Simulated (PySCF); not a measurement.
Geometry:
```
atom   x (Å)   y (Å)   z (Å)
  B1   0.003  -0.006   0.005
  N2   1.421   0.000  -0.014
  C3   2.616  -0.012  -0.027
  S4   4.184  -0.025  -0.044
  N5  -0.711   1.220   0.007
  C6  -1.289   2.266   0.001
  S7  -2.048   3.638  -0.007
  N8  -0.700  -1.238   0.024
  C9  -1.290  -2.278   0.027
 S10  -2.062  -3.642   0.033
```

Geometry: PBE0-D3(BJ)/def2-SVP; GIAO absolute shieldings from PySCF 2.14.0 with density-fitted response routines, gas phase, non-relativistic, averaged over equivalent atoms.

At B3LYP/pcSseg-1 (191 basis functions, 23 s wall time on 1 thread of an Arm Neoverse V1, shared host):
```tsv
atoms	σ (ppm)
B1	107.0
N2/N5/N8	115.2
C3/C6/C9	37.3
S4/S7/S10	664.0
```

Problem. Predict the values at PBE0/pcSseg-1 on the same geometry.

Solution. 
```
    atoms  σ at PBE0/pcSseg-1  change
       B1               109.1    +2.1
 N2/N5/N8               119.6    +4.4
 C3/C6/C9                41.9    +4.6
S4/S7/S10               675.4   +11.4
```

The largest change is at S4/S7/S10 (sulfur bonded to C). Cost: 191 basis functions, 35 s wall time on 1 thread of an Arm Neoverse V1, shared host.
